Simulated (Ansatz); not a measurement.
System: C2H2B, charge 0, doublet. C2H2B (SMILES [BH]C#C, doublet).
B3LYP-D3(BJ)/def2-TZVP minimum from Ansatz (a program for electronic structure):
```xyz
5

B      0.2892    -1.3538    -0.4047
C      0.0007     0.0021    -0.0070
C     -0.2524     1.1140     0.4334
H     -0.4724     2.0820     0.8149
H      0.5366    -2.0092    -1.3493
```
Charge 0, spin multiplicity 2.

Total energies in cc-pVTZ, 13 correlated electrons, 3 frozen orbitals. Radicals and triplets start from unrestricted determinants; spin-orbit coupling is neglected. Cores are frozen in correlated methods. No relativity. The UHF reference of C2H2B ([BH]C#C, doublet) is spin-contaminated (<S^2> up to 0.18 over the pure value in the sets run).

```
method    program  energy (Eh)  minus CCSDT(Q) (mEh)
--------  -------  -----------  --------------------
HF         Ansatz   -101.48905                411.93
MP2        Ansatz   -101.84604                 54.94
CCSD       Ansatz   -101.87768                 23.30
CCSD(T)    Ansatz   -101.89827                  2.71
CCSDT(Q)   Ansatz   -101.90098                  0.00
```

Rough core times of Ansatz's runs on a shared machine: CCSD(T) 2 min, CCSDT(Q) 80 min.
